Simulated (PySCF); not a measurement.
# A search over the determinants of HgF⁺

Unrestricted PBE0; Hg def2-SVPD with ECP60, F def2-SVPD; scalar-relativistic core potentials (PySCF 2.14). Outer shells of the fragments: Hg+ 5d10 6s1; F 2s2 2p5.

Followed along the bond (rough minima from three points):

```json
{"2Ms+1": "1", "unpaired": "none", "⟨S²⟩ at the start": "0.00", "R at minimum (Å)": "1.94", "Te (eV)": "0.00"}
{"2Ms+1": "3", "unpaired": "σ ↑, π ↑", "⟨S²⟩ at the start": "2.00", "R at minimum (Å)": "none in the scan", "Te (eV)": "≤ 1.58"}
```

Solutions found at the starting distance of 2.090 Å, counted from the lowest of them; the search is not exhaustive and high or unbound solutions are not listed, so other states can lie among these:

| 2Ms+1 | unpaired | term | E (eV) | ⟨S²⟩ | ⟨Lz²⟩ | μ (D) |
| --- | --- | --- | --- | --- | --- | --- |
| 1 | none | ¹Σ⁺ | 0.00 | 0.00 | 0.00 | -4.11 |
| 3 | σ ↑, π ↑ | ³Π | 1.72 | 2.00 | 1.00 | 0.84 |
| 1 | σ ↓, π ↑ | mixed | 1.82 | 1.00 | 1.00 | 0.85 |
| 3 | σ ↑↑ | ³Σ⁺ | 2.10 | 2.00 | 0.00 | -0.40 |
| 3 | σ ↑, δ ↑ | ³Δ | 6.27 | 2.01 | 4.00 | -2.60 |
| 1 | σ ↑, δ ↓ | mixed | 6.37 | 1.01 | 4.00 | -2.36 |

A term symbol is given only where ⟨S²⟩ and ⟨Lz²⟩ are close to those of a pure state; real π, δ and φ orbitals otherwise mix terms. A positive dipole points towards F; it is taken about the centre of mass and depends on that origin.

Spin–orbit coupling is left out. Counting both spins, an empty level lies below a filled one in some of these solutions, because spin and occupation are held.
